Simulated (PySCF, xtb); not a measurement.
C₂H₆O₂Sn, SMILES C=[CH][SnH]([OH])[OH]. Other conformers were not sampled.

Harmonic wavenumbers (cm⁻¹) from xtb with GFN2-xTB at its own minimum, in rising order: 46, 104, 112, 162, 220, 255, 273, 415, 460, 474, 490, 497, 527, 768, 820, 894, 970, 1006, 1185, 1389, 1483, 1665, 3024, 3053, 3097, 3642, 3678.

**Question.** What does PySCF 2.14.0 with PBE-D3(BJ)/def2-SVP give at its own minimum? (The exact figures need the calculation; the answer reports its results.)

**Answer.** 40, 107, 138, 164, 202, 259, 275, 463, 487, 549, 571, 585, 588, 838, 847, 939, 954, 992, 1199, 1366, 1612, 1854, 3041, 3095, 3131, 3709, 3711. Paired by order, the mean absolute difference is 43 cm⁻¹ and the zero-point energies are 43.9 and 45.3 kcal/mol.
